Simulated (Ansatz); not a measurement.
Species: BI, net charge 1, doublet state. 
Geometry from a B3LYP-D3(BJ)/def2-TZVP (Ansatz, a first-principles code) optimisation:
```
B
I 1 1.9668
```
Charge +1, spin multiplicity 2.

Basis-set convergence of Hartree-Fock and MP2 correlation energies (hartree) with Ansatz. Cores are frozen in the correlated levels unless marked. Open shells are spin-unrestricted. Spin-orbit coupling is left out. The frozen core is the preceding noble-gas configuration, with the filled d and f shells of earlier blocks. Past Kr the def2 sets carry scalar-relativistic core potentials.

```tsv
basis	functions	E(HF)	E(corr, MP2)
def2-SVP	40	-320.93000	-0.14074
def2-TZVPP	81	-320.97118	-0.18313
def2-QZVPP	139	-320.97341	-0.20349
```

Extrapolating the two largest sets (X = 3 and 4) as X^-3: E(corr) = (64·(-0.20349) - 27·(-0.18313))/37 = -0.2183 Eh, an estimate of the basis-set limit. The largest set recovers 93.2 % of it, the smallest 64.5 %.
